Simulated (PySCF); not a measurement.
Löwdin shares of the frontier orbitals

C4H8FNSi2.
SMILES with atom numbers: `[N:1]#[C:2][Si@@H:3]1[CH2:4][CH2:5][CH2:6][Si@H:7]1[F:8]` (hydrogens: H9 on Si3; H10, H11 on C4; H12, H13 on C5; H14, H15 on C6; H16 on Si7)

Level of theory: PySCF 2.14.0, density-fitted response routines, TDDFT wB97X-D/def2-SVPD, vertical, gas phase, core orbitals frozen in the response. The structure is a single GFN2-xTB conformer in the gas phase; no vibrational or solvent corrections.

Frontier orbitals with the atoms that hold most of them (Löwdin shares over 4%, at most four atoms; ? is withheld):

| orbital | ε (eV) | atoms |
| --- | --- | --- |
| LUMO+2 | 1.52 | Si3 23%, Si7 17%, C2 16%, N1 16% |
| LUMO+1 | 1.02 | Si3 27%, C2 17%, N1 15%, Si7 12% |
| LUMO | ? | ? |
| HOMO | -9.96 | Si3 21%, Si7 20%, C6 14%, C4 12% |
| HOMO-1 | -11.27 | C4 18%, N1 14%, Si3 13%, C6 12% |
| HOMO-2 | -11.29 | Si7 20%, H16 15%, C6 11%, C5 11% |
| HOMO-3 | -11.91 | N1 17%, C5 17%, C4 12%, H12 10% |

Problem. Which atoms hold the LUMO, and with what shares?

Solution. Si7 (bonded to C, F, Si and H) 26%; Si3 (bonded to 2 C, Si and H) 26%; C2 (bonded to N and Si) 8%; H9 (bonded to Si) 7%. By element: silicon 52%, carbon 8% or more, hydrogen 7% or more.

Problem. What is the LUMO energy, and the HOMO–LUMO gap?

Solution. ε(LUMO) = 0.38 eV; the gap is 10.33 eV (0.3798 hartree).

Problem. How does S1 compare with the orbital gap of 10.33 eV?

Solution. S1 is at 5.69 eV (f = 0.011), 4.64 eV below the gap, made of HOMO→LUMO (96%). 

Problem. One configuration dominates each of S1 and S2. Which, and how do the shares of the two leading atoms of either orbital change from the occupied to the empty one?

Solution. 
- S1 (5.69 eV, f 0.011), HOMO→LUMO (96%): Si3 21% → 26%, Si7 20% → 26%
- S2 (6.66 eV, f 0.096), HOMO→LUMO+1 (73%): Si3 21% → 27%, Si7 20% → 12%, C2 at most 12% → 17%

Löwdin shares depend on the basis, the more so with diffuse functions.
